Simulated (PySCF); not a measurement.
Si(F)(SiH3) (FH3Si2), SMILES F[Si][SiH3] (connectivity only; charge and spin as stated), neutral, multiplicity 1.

The structure is a stationary point at B3LYP-D3(BJ)/def2-TZVP.

Level of theory: PySCF with B3LYP/def2-TZVPD.

Computed frontier levels, gap, dipole moment and polarisability:
| Quantity | Result |
|---|---|
| highest occupied level | -6.28 eV |
| lowest empty level | -3.22 eV |
| orbital gap | 3.05 eV |
| dipole moment | 0.91 D |
| quadrupole, principal values (traceless, Buckingham form, about the centre of nuclear charge) | -4.16, -1.29, 5.44 D·Å |
| mean static polarisability | 67.2 bohr³ (9.96 Å³) |
| polarisability, principal values | 54.8, 55.8, 91.0 bohr³ |
